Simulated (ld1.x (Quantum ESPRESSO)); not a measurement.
## fluorine TM: all-electron and pseudo phase curves

- Element: fluorine
- Generator: ld1.x (Quantum ESPRESSO) 7.5
- Type: norm-conserving Troullier–Martins (Kleinman–Bylander form)
- Functional: LDA (PZ)
- Relativity: scalar-relativistic
- Frozen core: [He]
- Valence charge: 7
- Reference configuration: 2s2 2p5
- Partial waves: 2p (bound): rc 1.35 bohr; 2s (bound): rc 0.50 bohr
- Local potential: the s channel
- Core correction: none

The phase is arctan(r·u′/u) with u = r·R(r), unwrapped; energies in Ry, scanned from -4 to 5 Ry. A pole is an energy at which the radial function vanishes at the test radius. The pseudo phase is shifted by a multiple of π to meet the all-electron one at the reference energy, and phase errors are pseudo minus all-electron; the curves can meet again beyond the range given. Levels narrower than the energy grid can be missing from the lists of poles.

**Question.** For each channel, where are the poles, and over which energies does the pseudopotential scatter like the atom?

**Answer.**

```csv
channel,radius (bohr),reference energy (Ry),"poles, all-electron","poles, pseudo",unbroken range about the reference energy with phases within 0.05 rad,phase error 1 Ry above the reference energy (rad)
s,1.50,-2.18,-0.82,-0.83,the whole range,-0.000
p,1.50,-0.83,0.45,0.46,below 4.3,+0.002
```

Phases in the p channel:

| E (Ry) | all-electron | pseudo |
| --- | --- | --- |
| -4.00 | 1.191 | 1.192 |
| -3.52 | 1.151 | 1.152 |
| -3.04 | 1.094 | 1.095 |
| -2.56 | 1.005 | 1.006 |
| -2.08 | 0.844 | 0.846 |
| -1.60 | 0.487 | 0.489 |
| -1.12 | -0.332 | -0.331 |
| -0.64 | -1.077 | -1.077 |
| -0.16 | -1.392 | -1.390 |
| 0.32 | -1.543 | -1.540 |
| 0.80 | -1.635 | -1.631 |
| 1.28 | -1.702 | -1.696 |
| 1.76 | -1.757 | -1.750 |
| 2.24 | -1.808 | -1.798 |
| 2.72 | -1.861 | -1.847 |
| 3.20 | -1.919 | -1.899 |
| 3.68 | -1.988 | -1.958 |
| 4.16 | -2.075 | -2.030 |
| 4.64 | -2.192 | -2.123 |
